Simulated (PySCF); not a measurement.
TDDFT excited states: CH5ClGe

Compound: CH5ClGe.
SMILES: `[CH3][GeH2][Cl]`

Level of theory: TDDFT wB97X-D/def2-SVPD, vertical, gas phase, core orbitals frozen in the response (PySCF). Geometry: PBE0-D3(BJ)/def2-SVP; no solvent, vibrations or thermal averaging. The wB97X-D/def2-SVPD calculation is non-relativistic and has no spin–orbit coupling, an omission that weighs most on germanium.

Question: Predict the UV-vis stick spectrum at this level.

Answer: 

```
state  λ (nm)  E (eV)       f  symmetry   main configurations (H = HOMO, L = LUMO)
   S1   173.0    7.17   0.020        A′                     H→L (82%), H→L+1 (12%)
   S2   172.5    7.19   0.022        A″                 H-1→L (81%), H-1→L+1 (14%)
   S3   150.4    8.24   0.017        A′                     H→L+1 (81%), H→L (10%)
   S4   150.1    8.26   0.011        A″                 H-1→L+1 (77%), H-1→L (11%)
   S5   144.6    8.58   0.044        A′                   H-2→L (60%), H→L+2 (24%)
   S6   143.9    8.61  0.0027        A″                 H-1→L+2 (64%), H-3→L (20%)
   S7   141.6    8.76   0.083        A′      H→L+2 (61%), H-2→L (12%), H-4→L (10%)
   S8   140.7    8.81  0.0008         –  H-3→L (58%), H-1→L+3 (15%), H-1→L+2 (15%)
   S9   133.4    9.29   0.268        A′  H-4→L (49%), H-2→L+1 (17%), H-1→L+5 (10%)
  S10   132.4    9.36  0.0004         –                   H→L+4 (57%), H→L+5 (24%)
```

Triplets (Tamm–Dancoff): T1 6.75 eV, H-1→L (81%), H-1→L+1 (11%); T2 6.76 eV, H→L (79%), H→L+1 (12%); T3 7.96 eV, H-1→L+1 (62%), H-1→L+3 (9%); T4 8.04 eV, H→L+1 (68%), H→L (9%).

The lowest singlet lies at 7.17 eV (173 nm, vacuum ultraviolet) and is weak; its leading configuration is HOMO→LUMO (82%). The strongest level in the table is S9 at 9.29 eV (133 nm, f = 0.268). Löwdin shares by element: HOMO chlorine 62%, carbon 15%, germanium 12%; LUMO germanium 39%, chlorine 24%, hydrogen 23% or more. The oscillator strengths of these states sum to 0.469; summed over the whole spectrum of an exact calculation they would give the number of electrons, 60 (Thomas–Reiche–Kuhn). Orbital energies (eV): HOMO-3 -12.13, HOMO-2 -11.91, HOMO-1 -10.50, HOMO -10.43, LUMO 1.45, LUMO+1 1.97, LUMO+2 2.32. Of the 10 states listed, 7 reach f = 0.01 and 1 stays under 0.0005. The vertical ionisation energy (ΔSCF) is 10.92 eV, 1.56 eV above S10. Symmetry labels in Cs follow from the direction of the transition dipole and are given only for states with f of 0.002 or more. Only the lowest 10 singlets were computed, as vertical energies without vibronic structure.
